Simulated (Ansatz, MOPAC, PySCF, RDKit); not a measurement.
Noncovalent pair: CH4 (SMILES C) (first 5 atoms) with CH2O2 (SMILES O=CO); geometry from B3LYP-D3(BJ)/def2-TZVP, rigid monomers moved along the line of their centres of mass till C1···H10 is 2.78 Å.
(charge 0, multiplicity 1):
```xyz
10

C     -0.068     0.023     0.098
H      0.134    -0.232    -0.941
H      0.634    -0.507     0.741
H      0.049     1.100     0.222
H     -1.091    -0.273     0.337
O      1.154    -0.666     3.944
C      0.335     0.062     4.428
O     -0.585     0.758     3.744
H      0.225     0.259     5.502
H     -0.467     0.567     2.798
```

Counterpoise-corrected where a basis set is named; no monomer relaxation. RDKit's UFF carries no charges.

The state that PM3 reach isn't checked.

The values were computed with Ansatz (Gaussian orbitals); MOPAC for PM3 (differences of heats of formation); PySCF for the dispersion terms; RDKit for the force fields. Values without a source in brackets are computed.

Q: One of these levels gives -1.69 kcal/mol for the interaction energy. Which one is it?
A. UFF
B. PBE-D3(BJ)/def2-TZVPPD
C. PM3

A: B, PBE-D3(BJ)/def2-TZVPPD. The others give -0.43 (UFF), -1.12 (PM3)

Ansatz is a quantum-chemistry and plane-wave program.
